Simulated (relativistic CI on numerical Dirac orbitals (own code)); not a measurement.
# Hyperfine structure of Pm XXV, mass number 147

Computed by Dirac-Coulomb-Breit CI, separate exchange-only KLI orbitals for each configuration, model QED (radiative potential, 1s self-energy scaled to tabulated hydrogen-like ionisation energies), unscaled Slater integrals (own radial code, finite nucleus).

Configurations in the expansion (outside the closed core [Ar] 3d10): 4s2 4p6 4d, 4s2 4p5 4d2, 4s2 4p6 4f, 4s 4p6 4d2, 4s2 4p5 4d 4f, 4s 4p6 4d 4f, 4s2 4p6 5s, 4s2 4p6 5p, 4s2 4p6 5d, 4s2 4p5 4d 5s, 4p6 4d3, 4p5 4d4, 4p5 4d3 4f. Double excitations out of closed p, d and f shells are left out; levels of such configurations are missing from the list, as are those of other unlisted configurations, and high levels can miss mixing partners. These lack a partner that the ground configuration has and come out too high: 4s2 4p5 4d 5s.

Nuclear spin I = 7/2, μ = 2.58 μN, Q = 0.74 b (tables of Stone and Pyykkö). The electronic factors are computed for point nuclear moments, without core polarisation or the Bohr-Weisskopf and QED corrections.

```tsv
Level	E (cm⁻¹)	A (MHz)	B (MHz)
4s2 4p6 4d 2D_3/2	0	8079	5330
4s2 4p6 4d 2D_5/2	50110	3349	6830
4s2 4p5 4d2 4D°_1/2	843431	1918	
4s2 4p5 4d2 4D°_3/2	848083	9040	13200
4s2 4p5 4d2 4D°_7/2	902806	6504	-5130
4s2 4p5 4d2 4G°_9/2	905290	8812	-30600
4s2 4p5 4d2 4G°_11/2	921588	7927	-28100
```

Levels with J = 0, under 50 % of one LS term, or S terms without an open s electron are left out. Small factors come from cancelling terms and can be off by tens of per cent or more.

At this charge energies of transitions that change n are usually good to better than 1 %, and those within a shell (Δn = 0) to a few per cent.

(1) Give the hyperfine levels of 4s2 4p6 4d 2D_3/2 relative to its centre of gravity.

## Answers

(1) With K = F(F + 1) − I(I + 1) − J(J + 1), E = AK/2 + B[¾K(K + 1) − I(I + 1)J(J + 1)]/[2I(2I − 1)J(2J − 1)]: F = 2: -51680, F = 3: -31250, F = 4: -454.8, F = 5: 43750 MHz.

LS names give the leading component of a level, which can be under half, so a name can repeat, a term be missing and a line seem to break the LS rules.
